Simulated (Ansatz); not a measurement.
Ansatz (a quantum-chemistry and plane-wave program) input (B3LYP-D3(BJ)/def2-TZVP):

Ansatz 0.2 input:
```yaml
crystal:
  periodic: [false, false, false]
  atoms:
    - {symbol: B, position_ang: [-0.17571251, 0.32905596, -0.30574464]}
    - {symbol: O, position_ang: [0.93132963, -0.24337702, 0.41830888]}
    - {symbol: O, position_ang: [-1.26822180, -0.33681053, -0.10817903]}
    - {symbol: H, position_ang: [0.06384118, 1.27707306, -0.94306132]}
    - {symbol: H, position_ang: [1.83849950, 0.09664334, 0.41064608]}
    - {symbol: H, position_ang: [-2.12628355, -0.13844027, -0.48727842]}
    - {symbol: H, position_ang: [0.75918363, -1.03573412, 0.95919286]}
basis:
  gaussian:
    orbitals: def2-TZVP
hamiltonian:
  xc: b3lyp
  dispersion: d3bj
total_charge: 1
relax: {f_tol: 0.002, max_steps: 150}
```

End of the output:

```
647 factors; their error is unknown
mean field: 0.33 GiB planned
mean field evaluation 64: about -4832.1458 eV, gradient 1.2e-5 eV
mean field -4832.14581489 eV, -177.5780833513 hartree, gradient 1.2e-5 eV, S^2 0.000000; 1 other end points of the search recorded, 0 dependent functions left out
the calculation of the forces begins
reference -4832.14600256 eV, -177.5780902478 hartree; 12, 12 occupied and 105, 105 virtual orbitals, 647 factors
Total energy: -4832.27073022 eV, -177.5826739048 hartree
Atom 0 at    -0.206647     0.328838    -0.313868 Å, force    -0.000695    -0.001360     0.000428 eV/Å
Atom 1 at     0.932504    -0.257612     0.429019 Å, force     0.001297    -0.001256     0.001300 eV/Å
Atom 2 at    -1.296505    -0.360912    -0.097594 Å, force     0.000933     0.000172    -0.000066 eV/Å
Atom 3 at     0.062139     1.282753    -0.948188 Å, force     0.000600     0.001214    -0.000622 eV/Å
Atom 4 at     1.835466     0.104134     0.404955 Å, force    -0.001089     0.000304    -0.000415 eV/Å
Atom 5 at    -2.126515    -0.097072    -0.517946 Å, force    -0.000740     0.000045     0.000047 eV/Å
Atom 6 at     0.822194    -1.051718     0.987507 Å, force    -0.000306     0.000881    -0.000672 eV/Å
Dipole moment:     0.544637     0.047880     0.111643 e Å
```

It need not be the lowest isomer of its formula.
